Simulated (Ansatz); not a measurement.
One change: `[BH2][Al]([CH3])[CH3]` becomes `[CH3][Al]([CH3])[NH2]`.

Ansatz, PBE0-D4/def2-TZVP geometries, multiplicity 1. Each molecule was computed in one conformer, which needn't be the lowest.

| property | `[BH2][Al]([CH3])[CH3]` |
| --- | --- |
| HOMO–LUMO gap (B3LYP/def2-TZVPP) / eV | 4.53 |
| LUMO energy (ωB97M-V/def2-TZVPP) / eV | -0.15 |
| LUMO energy (PBE0/def2-TZVPP) / eV | -2.06 |
| HOMO energy (ωB97M-V/def2-TZVPP) / eV | -9.13 |
| size of the dipole moment (B3LYP/def2-TZVPP) / D | 0.44 |
| HOMO–LUMO gap (PBE/def2-TZVPP) / eV | 2.74 |

Task: What does the change do to each property? (Estimate.)

Result: The calculation gave: 
```
                                        property  `[CH3][Al]([CH3])[NH2]`  shift
           HOMO–LUMO gap (B3LYP/def2-TZVPP) / eV                     7.00   2.47
           LUMO energy (ωB97M-V/def2-TZVPP) / eV                     1.66   1.81
              LUMO energy (PBE0/def2-TZVPP) / eV                     0.35   2.41
           HOMO energy (ωB97M-V/def2-TZVPP) / eV                    -9.61  -0.48
size of the dipole moment (B3LYP/def2-TZVPP) / D                     0.64   0.20
             HOMO–LUMO gap (PBE/def2-TZVPP) / eV                     5.40   2.66
```

With PBE0 the HOMO falls by 0.21 eV and the LUMO rises by 2.41 eV, so the gap widens by about 2.62 eV. PBE moves the HOMO by 0.00 eV and ωB97M-V by -0.48 eV. Dipoles are sizes alone; their direction can turn.

B3LYP here is the variant with VWN-RPA as its local correlation; programs differ in this.
